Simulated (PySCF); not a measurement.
C2H4, charge +1, doublet, geometry from GFN2-xTB (a state made from the parent by changing its charge; the spin is typed, not shown lowest).

Here is a job for PySCF.
```python
from pyscf import gto, scf, dft

mol = gto.M(
    atom='''
C    -0.65225698   -0.04060582    0.00295843
C     0.65225698    0.04060582   -0.00295843
H    -1.33013860    0.73875621    0.37284167
H    -1.23155843   -0.89823292   -0.36122265
H     1.33677212   -0.81125790    0.09455829
H     1.22492491    0.97073461   -0.10617731
''',
    basis='def2-sv(p)',
    charge=1,
    spin=1,
    verbose=4,
)

mf = dft.UKS(mol)
mf.xc = 'r2scan'
mf.kernel()
```

**Question.** Predict the HOMO energy from PySCF with R2SCAN/def2-SV(P).

**Answer.** -15.71 eV

**Question.** Predict the <S^2> from R2SCAN/def2-SV(P).

**Answer.** 0.758

**Question.** What nuclear repulsion energy does R2SCAN/def2-SV(P) give?

**Answer.** 33.4354 Eh

**Question.** Estimate the number of basis functions that R2SCAN/def2-SV(P) returns for this input.

**Answer.** 36

These values belong to the state on which the SCF converged, which isn't shown to be the lowest.
